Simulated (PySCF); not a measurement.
Sn(F)(Cl)2(OH) (Cl2FHOSn), SMILES [OH][Sn]([F])([Cl])[Cl].

Coordinates come from a B3LYP-D3(BJ)/def2-SVP optimisation. The structure was generated by enumeration; whether it is a known compound was not checked. The def2 effective core potentials stand for the cores of Sn; spin–orbit coupling is left out. One conformer was computed; it need not be the lowest.

Two levels are set side by side: TDA-PBE/def2-SVPD (PySCF) and TDA-M06-2X/def2-SVPD (PySCF). Vertical, same geometry. The lowest singlet is HOMO→LUMO 99 % with PBE and HOMO→LUMO 77 % with the other functional; states are paired by order. Differences are taken from unrounded values.

```json
[
 {"quantity": "lowest singlet excitation (eV)", "TDA-M06-2X": "5.60"},
 {"quantity": "lowest triplet excitation (TDA) (eV)", "TDA-M06-2X": "5.21"},
 {"quantity": "first bright state (f over 0.05) (eV)", "TDA-M06-2X": "6.07"},
 {"quantity": "its oscillator strength", "TDA-M06-2X": "0.08"}
]
```

What does TDA-PBE give, and how far is it from TDA-M06-2X? (Estimate from the structure and the level; the computed values follow.)


```csv
quantity,TDA-PBE,TDA-PBE minus TDA-M06-2X
lowest singlet excitation (eV),4.01,-1.58
lowest triplet excitation (TDA) (eV),3.66,-1.55
first bright state (f over 0.05) (eV),5.32,-0.76
its oscillator strength,0.06,-0.03
```

A lower first singlet is the usual sign of a functional without exact exchange. Differences between two approximate levels are no errors against the true value.

Rough cost on one machine, each run with all the roots and properties that it gave: TDA-M06-2X against TDA-PBE about 6 times.
